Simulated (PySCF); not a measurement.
**Working with the constants of InI**

PBE0 constants of InI, ¹Σ⁺ (singlet), closed shell (PySCF, scalar-relativistic core potentials, basis sets In cc-pVTZ-PP with ECP28, I cc-pVTZ-PP with ECP28; masses 114.9039 and 126.9045 u):

| Property | Result |
| --- | --- |
| ωe | 174.4 cm⁻¹ |
| ωexe | 0.337 cm⁻¹ |
| Be | 0.036198 cm⁻¹ |
| αe | 0.000102 cm⁻¹ |
| D (centrifugal) | 6.24e-09 cm⁻¹ |
| De to In + I | 3.65 eV |

Problem. Give the band origin of the fundamental and the first lines of its P and R branches.

Solution. ν0 = ωe − 2ωexe = 173.7 cm⁻¹, B0 = 0.036147, B1 = 0.036045 cm⁻¹.

```tsv
J″	P(J″) − ν0	R(J″) − ν0
0		0.072
1	-0.072	0.144
2	-0.145	0.216
3	-0.217	0.287
4	-0.290	0.358
5	-0.364	0.429
6	-0.437	0.500
```

Problem. Near which J would the R branch turn back, without centrifugal distortion?

Solution. At J ≈ (B0 + B1)/(2(B0 − B1)) − 1 ≈ 350.

Spin–orbit coupling is left out, which matters for elements this heavy, above all for dissociation energies.
